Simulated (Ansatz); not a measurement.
An input meant for the cluster Al₂F₂ (charge 0, triplet).

Other settings, tried on the cluster Al₂F₂.

```yaml
crystal:
  periodic: [false, false, false]
  atoms:
    - {symbol: Al, position_ang: [-1.462350, -0.131607, -0.299597]}
    - {symbol: Al, position_ang: [1.463972, 0.131642, 0.304433]}
    - {symbol: F, position_ang: [-2.214645, 1.337565, -0.092728]}
    - {symbol: F, position_ang: [2.213023, -1.337600, 0.087893]}
basis:
  gaussian: {orbitals: cc-pVDZ, final_grid: {core_spheres: 5, valence_spheres: 4, degree: 11}}
magnetization: {spin_polarized: true, initial_magnetization: 2}
hamiltonian: {xc: {name: HF}}
correlation: {active_space: {window: {electrons: 3, orbitals: 2}}}
```

```sh
$ ansatz run in.yaml --threads 4 --pin off --events-out ev --progress --plain --max-ram 3916MiB
```

Output, abridged:

```
Error: invalid value for `correlation.active_space`: it starts from restricted Hartree–Fock orbitals; set hamiltonian.xc: hf without magnetization.spin_polarized
```
